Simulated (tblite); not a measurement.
C6H5F3O.
SMILES with atom numbers: `[F:1][C:2]1=[CH:3][C@H:4]([CH:5]([F:6])[F:7])[CH:8]=[CH:9][O:10]1` (hydrogens: H11 on C3; H12 on C4; H13 on C5; H14 on C8; H15 on C9)

Computed with GFN2-xTB (tblite), gas phase: L-BFGS steps from a force-field or distance-geometry start until the largest atomic force falls under 0.01 eV/Å.

Step 8: E = -915.1996 eV
```
atom  x, y, z in Å  |  force x, y, z in eV/Å
F1     -1.1077    2.9388   -0.4260    0.004  -0.006   0.006
C2     -0.8950    1.6370   -0.2229   -0.030   0.002  -0.002
C3      0.1218    1.1917    0.4989    0.009   0.028  -0.031
C4      0.3434   -0.2845    0.6819    0.014   0.043  -0.047
C5      1.6985   -0.6613    0.0518   -0.005   0.012  -0.012
F6      1.9284   -1.9914    0.1459    0.041   0.027   0.070
F7      1.7049   -0.3722   -1.2711   -0.008  -0.001   0.008
C8     -0.7650   -1.0433    0.0033    0.021  -0.024  -0.025
C9     -1.7254   -0.4448   -0.6810   -0.007   0.029  -0.001
O10    -1.8564    0.9084   -0.8169   -0.037   0.019  -0.004
H11     0.8388    1.8840    0.9026   -0.026   0.023   0.060
H12     0.4039   -0.5480    1.7481    0.035  -0.021  -0.048
H13     2.5416   -0.1227    0.5146    0.009  -0.083  -0.016
H14    -0.7170   -2.1163    0.0390   -0.021  -0.075   0.050
H15    -2.5192   -0.9674   -1.1902    0.002   0.026  -0.009
```

Step 9: E = -915.2005 eV
```
atom  x, y, z in Å  |  force x, y, z in eV/Å
F1     -1.1074    2.9392   -0.4258   -0.009   0.007   0.001
C2     -0.8962    1.6374   -0.2231    0.015   0.005   0.020
C3      0.1218    1.1929    0.4977    0.006   0.000  -0.018
C4      0.3443   -0.2835    0.6810   -0.008   0.011  -0.048
C5      1.6994   -0.6612    0.0505   -0.047   0.011   0.024
F6      1.9295   -1.9908    0.1485    0.035   0.008   0.048
F7      1.7044   -0.3718   -1.2713    0.003  -0.012  -0.015
C8     -0.7641   -1.0441    0.0026   -0.010   0.006  -0.037
C9     -1.7256   -0.4446   -0.6809    0.021  -0.007   0.016
O10    -1.8566    0.9087   -0.8164   -0.059   0.006  -0.022
H11     0.8378    1.8843    0.9042   -0.024   0.031   0.053
H12     0.4047   -0.5487    1.7473    0.035  -0.007  -0.060
H13     2.5413   -0.1252    0.5145    0.047  -0.043  -0.007
H14    -0.7178   -2.1178    0.0403   -0.016  -0.047   0.046
H15    -2.5197   -0.9670   -1.1909    0.012   0.032   0.000
```

Step 10: E = -915.2015 eV
```
atom  x, y, z in Å  |  force x, y, z in eV/Å
F1     -1.1083    2.9395   -0.4262   -0.017   0.021   0.002
C2     -0.8976    1.6379   -0.2230    0.039   0.007   0.026
C3      0.1220    1.1944    0.4962    0.001  -0.022  -0.003
C4      0.3453   -0.2822    0.6794   -0.028  -0.026  -0.040
C5      1.6999   -0.6611    0.0495   -0.051   0.005   0.040
F6      1.9318   -1.9900    0.1523    0.014  -0.011   0.021
F7      1.7041   -0.3718   -1.2718    0.015  -0.027  -0.027
C8     -0.7632   -1.0451    0.0013   -0.034   0.024  -0.039
C9     -1.7259   -0.4443   -0.6808    0.035  -0.029   0.021
O10    -1.8577    0.9092   -0.8161   -0.044  -0.009  -0.021
H11     0.8360    1.8856    0.9072   -0.029   0.027   0.038
H12     0.4063   -0.5500    1.7452    0.030   0.008  -0.061
H13     2.5424   -0.1292    0.5140    0.068   0.006   0.000
H14    -0.7191   -2.1201    0.0429   -0.011   0.003   0.035
H15    -2.5204   -0.9648   -1.1920    0.014   0.022   0.008
```

Step 11: E = -915.2021 eV
```
atom  x, y, z in Å  |  force x, y, z in eV/Å
F1     -1.1100    2.9397   -0.4270   -0.015   0.021   0.009
C2     -0.8985    1.6384   -0.2227    0.032   0.008   0.014
C3      0.1223    1.1953    0.4954   -0.006  -0.025   0.007
C4      0.3455   -0.2817    0.6775   -0.026  -0.034  -0.028
C5      1.6999   -0.6611    0.0493   -0.016  -0.002   0.027
F6      1.9342   -1.9895    0.1554   -0.008  -0.017   0.004
F7      1.7042   -0.3727   -1.2724    0.022  -0.038  -0.020
C8     -0.7628   -1.0459    0.0000   -0.033   0.020  -0.024
C9     -1.7259   -0.4441   -0.6805    0.022  -0.022   0.008
O10    -1.8588    0.9094   -0.8159   -0.008  -0.012  -0.007
H11     0.8342    1.8871    0.9104   -0.037   0.014   0.023
H12     0.4081   -0.5510    1.7427    0.020   0.014  -0.047
H13     2.5446   -0.1323    0.5134    0.056   0.034  -0.001
H14    -0.7203   -2.1216    0.0456   -0.010   0.036   0.023
H15    -2.5211   -0.9620   -1.1930    0.008   0.003   0.010
```

Q: Estimate the geometry and energy of step 12. (The exact step hangs on the optimiser's Hessian estimate; all steps are aligned on step 11, rigid shifts and turns removed.)

A: E = -915.2025 eV, largest force 0.050 eV/Å
```
atom  x, y, z in Å  |  force x, y, z in eV/Å
F1     -1.1116    2.9400   -0.4274   -0.009   0.013   0.018
C2     -0.8987    1.6388   -0.2223    0.011   0.007  -0.001
C3      0.1224    1.1956    0.4951   -0.011  -0.016   0.011
C4      0.3453   -0.2819    0.6759   -0.007  -0.019  -0.016
C5      1.6999   -0.6611    0.0495    0.022  -0.006   0.004
F6      1.9357   -1.9895    0.1575   -0.021  -0.014  -0.001
F7      1.7048   -0.3741   -1.2730    0.025  -0.043  -0.007
C8     -0.7629   -1.0463   -0.0011   -0.016   0.010  -0.005
C9     -1.7259   -0.4441   -0.6805    0.000  -0.003  -0.009
O10    -1.8595    0.9093   -0.8158    0.022  -0.004   0.003
H11     0.8322    1.8884    0.9130   -0.040  -0.001   0.014
H12     0.4096   -0.5515    1.7402    0.010   0.011  -0.024
H13     2.5470   -0.1338    0.5129    0.026   0.040  -0.007
H14    -0.7213   -2.1220    0.0479   -0.010   0.040   0.013
H15    -2.5214   -0.9598   -1.1936   -0.002  -0.015   0.008
```

The energy changes by -0.0004 eV. The first-order estimate −F·Δx gives -0.0006 eV and the mean of the old and new forces, exact on a quadratic surface, -0.0004 eV. The step makes an angle of 59° with the force vector and moves no atom by more than 0.004 Å.

What follows is the cost of the whole relaxation. On one thread of an Arm Neoverse V2 (shared host), this took 0.29 s.
